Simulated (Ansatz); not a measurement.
`[OH][Al]([SiH3])[Cl]` + `OCO[SiH2]F` → `O[CH2][Al]([OH])[Cl]` + `F[SiH2]O[SiH3]`  (redistribution)

Gas-phase electronic energies from Ansatz, PBE0-D4/def2-TZVP geometries. CBS: MP2 limit from def2 TZ/QZ plus the TZ coupled-cluster correction, frozen cores. Functionals use def2-TZVPP. B3LYP here is the variant with VWN-RPA as its local correlation; programs differ in this. Each species was taken in one conformer, which may not be the lowest.

```
             level  ΔE (kJ/mol)  difference from CCSD(T)/CBS
            PBE-D4        -96.7                         25.5
         r2SCAN-D4       -113.7                          8.5
           PBE0-D4       -102.8                         19.4
          B3LYP-D4       -119.3                          2.9
           ωB97X-V       -112.2                         10.0
           ωB97M-V       -123.3                         -1.1
            B2PLYP       -123.1                         -0.9
               PBE        -96.3                         25.9
            r2SCAN       -113.6                          8.6
              PBE0       -102.5                         19.7
             B3LYP       -118.6                          3.6
     HF/def2-TZVPP       -127.2                         -5.0
    MP2/def2-TZVPP       -129.3                         -7.1
SCS-MP2/def2-TZVPP       -128.6                         -6.4
   CCSD/def2-TZVPP       -118.9                          3.3
CCSD(T)/def2-TZVPP       -116.1                          6.1
     HF/def2-QZVPP       -130.4                         -8.2
    MP2/def2-QZVPP       -133.9                        -11.7
SCS-MP2/def2-QZVPP       -133.2                        -11.0
      HF/CBS(def2)       -130.8                         -8.6
     MP2/CBS(def2)       -135.3                        -13.1
    CCSD/CBS(def2)       -124.9                         -2.7
       CCSD(T)/CBS       -122.2                            0
```

Largest T1 diagnostic among the species: 0.012.

From PBE to PBE0 (25 % exact exchange), in def2-TZVPP and without D4, ΔE moves by −6.2 kJ/mol.
